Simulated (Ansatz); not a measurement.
Cs₃⁺. Charge 1, multiplicity 3. Geometry PBE/def2-TZVP, that of the neutral doublet; atoms count from 1.

Cartesian coordinates in Å:
```
Cs -0.2223 2.3814 2.3379
Cs 2.2733 -1.1970 0.0253
Cs -2.0510 -1.1843 -2.3632
```

In the def2 sets Cs takes a core potential; there is no spin–orbit coupling. At PBE0/def2-TZVP a singlet of charge 1 lies 0.54 eV below the triplet at the same geometry. The structure comes from a short search, and lower isomers may exist.

Problem. Estimate the Mulliken populations from the PBE0/def2-TZVP orbitals of Ansatz.

Solution. 
| atom | charge (e) | spin (α − β) |
| --- | --- | --- |
| Cs1 | 0.32 | 0.68 |
| Cs2 | 0.35 | 0.64 |
| Cs3 | 0.32 | 0.68 |
Mulliken values and Mayer orders depend strongly on the basis.

Problem. Where does the spin sit?

Solution. Summed by element: Cs 2.00, of 2 unpaired in all. Largest on single atoms: Cs3 0.68, Cs1 0.68, Cs2 0.64.

Problem. And the Mayer bond orders between bonded heavy atoms (over 0.3)?

Solution. Cs1–Cs2 0.41 (4.94 Å); Cs2–Cs3 0.41 (4.94 Å).
